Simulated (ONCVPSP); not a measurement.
# Reading a pseudo-wave (titanium (Ti))

Columns: radius, all-electron u(r) and pseudo u(r) of the 3s shell (level -62.63 eV) of titanium in the configuration [Ne] 3s2 3p6 3d2 4s2; PBE, scalar-relativistic, ONCV scheme, ONCVPSP 4.0.1.

```tsv
r (bohr)	all-electron	pseudo
0.100	-0.0695	0.1986
0.200	-0.5665	0.3883
0.300	-0.4287	0.5612
0.400	-0.0014	0.7101
0.500	0.4404	0.8299
0.600	0.7809	0.9174
0.700	0.9944	0.9713
0.800	1.0950	0.9926
0.900	1.1094	0.9839
1.000	1.0658	0.9495
1.100	0.9871	0.8945
1.200	0.8905	0.8246
1.300	0.7877	0.7452
1.400	0.6866	0.6618
1.500	0.5915	0.5786
1.600	0.5049	0.4992
1.700	0.4278	0.4257
1.800	0.3603	0.3598
1.900	0.3020	0.3019
2.000	0.2521	0.2521
2.100	0.2097	0.2097
2.200	0.1740	0.1739
2.300	0.1440	0.1440
2.400	0.1189	0.1189
2.500	0.0981	0.0980
2.600	0.0807	0.0807
```

Task: How many radial nodes do the two functions have?

Result: The all-electron 3s function has n − l − 1 = 2 (the table is too coarse to show those close to the nucleus); the pseudo-wave has 0, since the states of the same l below it are removed with the core.

Task: At about which radius was the pseudo-wave matched?

Result: 2.00 bohr, where the columns begin to agree (steps of 0.10 bohr).

Task: Is the pseudo-wave norm-conserving?

Result: Yes: the ONCV scheme keeps the norm inside the radius equal to the all-electron one, which fixes the energy derivative of the logarithmic derivative at the level.
